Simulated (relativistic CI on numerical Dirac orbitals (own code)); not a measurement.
Cr³⁺ in a cubic cluster: L2,3 absorption with charge transfer

Computed with a charge-transfer multiplet model of a cubic metal-ligand cluster with up to one ligand hole, Slater and spin-orbit integrals from Dirac-Coulomb-Breit ions, Slater integrals scaled by 0.8. The ground state mixes d3 with configurations of k ligand holes L, whose averages lie at kΔ + k(k − 1)U_dd/2; a core hole lowers each added d electron by U_cd. 300 K, Lorentzian 0.4 eV and Gaussian 0.3 eV FWHM.

Atomic integrals in eV (Slater integrals scaled, ζ unscaled), ground: F2dd 8.574, F4dd 5.368, zeta_d 0.033; with the core hole: F2dd 9.222, F4dd 5.777, zeta_d 0.047, zeta_core 5.620, F2cd 5.250, G1cd 3.901, G3cd 2.215.

Cluster parameters (eV): Δ = 5.1, U_dd = 4.8, U_cd = 6.1, 10Dq = 0.8, 10Dq(ligand) = 0.7, final-state hopping factor = 0.9.

Weights, n_d and S are thermal averages at 300 K. Photon energies count from the first peak over 30 % of the highest in each spectrum, which can be another peak from case to case. The parameters are a model scan and need not match a compound or its usual spin state. Peaks in eV (height, largest 100): 0.0 (41), 1.1 (100), 2.0 (92), 4.7 (19), 7.3 (27), 8.8 (55), 10.6 (60).

(1) Which parameters give this spectrum?
A. V(eg) = 1.3 eV, V(t2g) = -0.67 eV
B. V(eg) = 0.7 eV, V(t2g) = -0.36 eV
C. V(eg) = 1.6 eV, V(t2g) = -0.83 eV

Results:

(1) C. V(eg) = 1.6 eV, V(t2g) = -0.83 eV; the ground state then has 3.21 d electrons and S = 1.50. The choice follows from running the model for each set and comparing peak positions and heights. The space is cut while the next configuration still counts.
